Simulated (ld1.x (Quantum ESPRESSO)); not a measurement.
# What the settings do to the TM potential of palladium (Pd)

Base potential:

```json
{"Element": "palladium", "Generator": "ld1.x (Quantum ESPRESSO) 7.5", "Type": "norm-conserving Troullier–Martins (Kleinman–Bylander form)", "Functional": "revPBE", "Relativity": "fully relativistic", "Frozen core": "[Kr]", "Valence charge": "10", "Reference configuration": "4d10 5s0 5p0", "Partial waves": "5s (bound, empty): rc 2.75 bohr; 4d (bound): rc 1.55 bohr; 5p (bound, empty): rc 1.00 bohr", "Local potential": "the p channel", "Core correction": "Bessel-smoothed model core inside 0.55 bohr"}
```

Open shells are filled in proportion to 2j + 1 (rel_dist='average').

Cutoffs, loose and tight: the cutoffs (Ry, on a coarse ladder) from which the occupation-weighted sum of valence levels, in a spherical-Bessel basis at the reference potential, stays within 10 and 1 mRy of its value at 400 Ry. They do not see the model core or the augmentation charge, which bear on the density cutoff. Test errors are all-electron minus pseudo excitation energies from the reference, over the configurations 4d9 5s0 5p0; 4d8 5s0 5p0; 4d7 5s0 5p0; 4d9 5s0 5p1; 4d6 5s0 5p0; 4d9.5 5s0 5p0; 4d8 5s1 5p0. A dash means not determined; rows that change the core or the reference have their own tests. The largest error is taken over the tests solved by every variant that gives reliable tests at all: 4d6 5s0 5p0; 4d9 5s0 5p0; 4d9.5 5s0 5p0.

A true bound ghost makes a file unfit for plane-wave use even where its test errors are small: the radial tests pick states by their node count and pass the ghost by.

```tsv
change	outcome	cutoff, loose	cutoff, tight	bound ghosts	largest test error (meV)
base	generated	70 Ry	90 Ry	p3/2 (extra level of the local part), p1/2 (extra level of the local part), s	-1377
wave 5p (bound): rc 1.00 bohr becomes 5p (bound): rc 0.66 bohr	generated	70 Ry	80 Ry	s, p3/2 (extra level of the local part), p1/2 (extra level of the local part)	-1310
wave 5p (bound): rc 1.00 bohr becomes 5p (bound): rc 0.78 bohr	generated	70 Ry	80 Ry	s, p3/2 (extra level of the local part), p1/2 (extra level of the local part)	-1360
wave 5p (bound): rc 1.00 bohr becomes 5p (bound): rc 1.10 bohr	generated	70 Ry	90 Ry	p3/2 (extra level of the local part), p1/2 (extra level of the local part), s	-1334
wave 5p (bound): rc 1.00 bohr becomes 5p (bound): rc 1.26 bohr	failed: run_pseudo: Errors in PS-KS equation	–	–	–	–
wave 5p (bound): rc 1.00 bohr becomes 5p (bound): rc 1.40 bohr	failed: run_pseudo: Errors in PS-KS equation	–	–	–	–
wave 5p (bound): rc 1.00 bohr becomes 5p (bound): rc 1.50 bohr	failed: run_pseudo: Errors in PS-KS equation	–	–	–	–
```

Question: What comes out with this change to the base: wave 5p (bound): rc 1.00 bohr becomes 5p (bound): rc 1.16 bohr?

Answer: outcome: generated; cutoff, loose: 70 Ry; cutoff, tight: 110 Ry; bound ghosts: s, d5/2, d3/2, p1/2 (extra level of the local part), p3/2 (extra level of the local part); largest test error (meV): -3853.

Question: What comes out with this change to the base: wave 5p (bound): rc 1.00 bohr becomes 5p (bound): rc 0.88 bohr?

Answer: outcome: generated; cutoff, loose: 70 Ry; cutoff, tight: 90 Ry; bound ghosts: p1/2 (extra level of the local part), p3/2 (extra level of the local part), s; largest test error (meV): -1374.

Reading the sweep of the p radius (base included, trends over the rows without a ghost): Bound ghosts are found at 0.66, 0.78, 0.88, 1, 1.1, 1.16 bohr. The generation fails at 1.26, 1.4, 1.5 bohr.
